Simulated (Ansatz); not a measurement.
Au(CO)H (CHAuO). Total charge 0; singlet. Geometry PBE0-D4/def2-TZVP; atoms count from 1.

```csv
atom,x (Å),y (Å),z (Å)
Au1,-0.321,-0.684,0.415
C2,0.411,0.875,-0.530
O3,0.831,1.768,-1.072
H4,-0.921,-1.959,1.187
```

In the def2 sets Au takes a core potential; there is no spin–orbit coupling.

**Question.** Estimate the Mulliken populations from the PBE0/def2-TZVP orbitals of Ansatz.

**Answer.** 
| atom | charge (e) | d electrons |
| --- | --- | --- |
| Au1 | 0.12 | 9.42 |
| C2 | -0.04 | – |
| O3 | 0.01 | – |
| H4 | -0.09 | – |
Mulliken values and Mayer orders depend strongly on the basis.

**Question.** And the Mayer bond orders between bonded heavy atoms (over 0.3)?

**Answer.** Au1–C2 0.79 (1.97 Å); C2–O3 2.40 (1.13 Å).
